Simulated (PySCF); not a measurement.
dihydroxy(hydroxysilyl)silane (H₆O₃Si₂), SMILES O[SiH2][SiH](O)O. Atoms are numbered in the order given.

```xyz
11

O      1.0891     1.6290     0.5656
Si     1.3544     0.3193    -0.4721
Si    -0.5892    -0.8489     0.0508
O     -1.0558    -0.1206     1.4737
O     -1.6451    -0.6016    -1.2168
H      1.7345     2.3430     0.5777
H      1.4788     0.7696    -1.8913
H      2.6252    -0.3889    -0.1198
H     -0.4810    -2.3071     0.3298
H     -0.6642     0.7605     1.5697
H     -2.5114    -1.0174    -1.1478
```

The structure is a stationary point at ωB97X-D3(BJ)/def2-SVP. One conformer was computed; it need not be the lowest.

Calculation: HF/def2-TZVP run with PySCF.

ESP charges are fitted to the potential on shells at 1.4 to 2.0 van der Waals radii. Atomic charges (e):

| atom | ESP fit | IAO |
|---|---|---|
| O1 | -0.72 | -0.86 |
| Si2 | 0.40 | 0.83 |
| Si3 | 0.83 | ___ |
| O4 | -0.70 | ___ |
| O5 | -0.79 | ___ |
| H6 | 0.46 | 0.37 |
| H7 | -0.08 | -0.18 |
| H8 | -0.13 | -0.19 |
| H9 | -0.17 | ___ |
| H10 | 0.42 | ___ |
| H11 | 0.48 | ___ |

What belongs in the gaps? (Estimate from the structure and the level; the computed values follow.)


- Si3, IAO: 1.23
- O4, IAO: -0.87
- O5, IAO: -0.86
- H9, IAO: -0.21
- H10, IAO: 0.38
- H11, IAO: 0.37

Computed Mayer and Wiberg (Löwdin basis) orders of the bonds:
```json
[
 {"bond": "O1–Si2", "Mayer": "0.98", "Wiberg": "1.55"},
 {"bond": "Si2–Si3", "Mayer": "0.96", "Wiberg": "1.01"},
 {"bond": "Si3–O4", "Mayer": "1.09", "Wiberg": "1.61"},
 {"bond": "Si3–O5", "Mayer": "1.07", "Wiberg": "1.61"},
 {"bond": "O1–H6", "Mayer": "0.87", "Wiberg": "1.03"},
 {"bond": "Si2–H7", "Mayer": "0.96", "Wiberg": "0.95"},
 {"bond": "Si2–H8", "Mayer": "0.95", "Wiberg": "0.95"},
 {"bond": "Si3–H9", "Mayer": "0.96", "Wiberg": "0.93"},
 {"bond": "O4–H10", "Mayer": "0.84", "Wiberg": "1.00"},
 {"bond": "O5–H11", "Mayer": "0.87", "Wiberg": "1.02"}
]
```
